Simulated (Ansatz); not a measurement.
aminoborane (SMILES BN) moved off its minimum; all values from Ansatz (a quantum-chemistry and plane-wave program), cores frozen in correlated methods.
(charge 0, multiplicity 1)
```xyz
6

B     -0.81946     0.08712    -0.01833
N      0.80627    -0.10854     0.07395
H     -1.45769    -0.84544    -0.06798
H     -1.41663     1.10597    -0.10598
H      1.12107     0.75742    -0.00628
H      1.34400    -0.99012    -0.18040
```

### Question
Give the forces (eV/Å), the total energy and the dipole at CCSD(T)/aug-cc-pVTZ.

### Answer

```
atom      Fx      Fy      Fz
----  ------  ------  ------
B1     4.956  -0.842  -0.063
N2    -6.861  -4.499  -0.115
H3    -0.752  -1.613   0.021
H4     0.701   0.636   0.256
H5     3.111   4.118  -0.612
H6    -1.155   2.201   0.512
```
Energy -81.8420 hartree, dipole 0.95 D.
